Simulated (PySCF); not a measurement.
Input of a run (PBE0-D3(BJ)/def2-SVP geometry optimisation, gas phase (PySCF 2.14.0)), started from GFN2-xTB:
```
{"job": {"xc": "PBE0", "basis": "def2-SVP", "d3": "d3bj", "grid": 1, "shake": 0.01, "kind": "geom"}, "charge": 0, "multiplicity": 1}
C      2.383880     0.540730     0.058190
B      1.300710    -0.559090    -0.288930
N     -0.099830    -0.321210    -0.112230
C     -1.058110    -1.220580    -0.368140
C     -2.294730    -0.670620    -0.084160
C     -2.036080     0.660420     0.390920
C     -0.677900     0.827750     0.362410
H      3.402940     0.261300    -0.139080
H      2.299440     0.868740     1.119790
H      2.183260     1.466750    -0.519320
H      1.611040    -1.610170    -0.688730
H     -0.854010    -2.199090    -0.733400
H     -3.284860    -1.111540    -0.183270
H     -2.782830     1.374320     0.715290
H     -0.108260     1.674910     0.636080
```

Output (energies in Eh, forces in Eh/bohr):
```
step   0  E = -274.44746866  max force = 0.055562
step   1  E = -274.45325347  max force = 0.006841
step   2  E = -274.45343689  max force = 0.003098
step   3  E = -274.45355011  max force = 0.003531
step   4  E = -274.45361923  max force = 0.001499
step   5  E = -274.45355115  max force = 0.003630
step   6  E = -274.45362538  max force = 0.001196
step   7  E = -274.45363594  max force = 0.000302
optimisation converged
```

Problem. Summarise the run.

Solution. The energy falls by 16.2 kJ/mol over 8 energy and gradient evaluations, the largest force component goes from 0.0556 to 3.0e-04 Eh/bohr, and the atoms move by 0.077 Å rms after alignment. The bond that changes most is N3–C4 (pyrrole-type nitrogen to aromatic CH next to a ring nitrogen), which lengthens by 0.052 Å. Bonds longer at the end by more than 0.005 Å: 7 of 15; shorter: 4. Among the angles that change most is C5–C4–H12, from 127.4° to 131.0°. Among the dihedrals that turn most is H9–C1–B2–H11, from -122° to -110°. The energy rose by more than 1e-6 Eh at step 5. The first step brought 94 % of the lowering.

Problem. What are the final bond lengths?

Solution. C1–B2 1.566 Å, B2–N3 1.433 Å, N3–C4 1.391 Å, C4–C5 1.365 Å, C5–C6 1.436 Å, C6–C7 1.366 Å, N3–C7 1.389 Å, C1–H8 1.098 Å, C1–H9 1.105 Å, C1–H10 1.102 Å, B2–H11 1.210 Å, C4–H12 1.088 Å, C5–H13 1.088 Å, C6–H14 1.089 Å, C7–H15 1.087 Å. Numbering counts from 1 in the input's order; the species is `CBn1cccc1`.

The run used 138 basis functions and 54 SCF cycles in all. On an Arm Neoverse N1 with one thread, on a shared host, this took 1.7 min of wall time and 0.54 GiB of memory at its peak.

No frequency check. The numbers are those of one conformer.
